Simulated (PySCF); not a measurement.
# Two-photon absorption: `Cc1ccc(Cl)s1`, C₅H₅ClS

Cartesian coordinates in Å; atom numbers follow the order of the lines, from 1:
```xyz
12

C    -1.672    0.573   -0.095
C    -0.190    0.405   -0.116
C     0.551   -0.702    0.206
C     1.957   -0.515    0.072
C     2.261    0.748   -0.356
Cl    3.815    1.402   -0.651
S     0.845    1.712   -0.597
H    -1.986    1.375    0.593
H    -2.143   -0.361    0.241
H    -2.074    0.815   -1.091
H     0.095   -1.637    0.536
H     2.714   -1.271    0.279
```

The calculation used PySCF 2.14.0, TDDFT LC-wPBE/6-31+G* excited states, vertical, gas phase. Geometry: PBE0-D3(BJ)/def2-SVP.

Question: Give the one- and two-photon strengths of the lowest singlets.

Answer: δ for parallel linear polarisation; σ at the peak of a Lorentzian of half width 0.1 eV, single beam; Ω is circular over linear.
| state | E (eV) | f | photon λ (nm) | δ (au) | σ (GM) | Ω | main |
| --- | --- | --- | --- | --- | --- | --- | --- |
| S1 | 5.47 | 0.200 | 454 | 5.27 | 0.06 | 0.82 | HOMO→LUMO 0.92 |
| S2 | 6.07 | 0.107 | 408 | 62.3 | 0.84 | 0.96 | HOMO−1→LUMO 0.85 |
| S3 | 6.21 | 0.000 | 399 | 0.23 | 0.00 | 1.50 | HOMO→LUMO+4 0.26, HOMO→LUMO+2 0.24 |
| S4 | 6.39 | 0.000 | 388 | 0.41 | 0.01 | 1.50 | HOMO−1→LUMO+4 0.27, HOMO−1→LUMO+2 0.17 |
| S5 | 6.54 | 0.000 | 379 | 0.84 | 0.01 | 1.50 | HOMO→LUMO+3 0.20, HOMO→LUMO+14 0.15 |

Among these, the strongest one-photon state is S1, the strongest two-photon state S2, with a dipole change of 0.3 D (relaxed, norm of the difference vector).
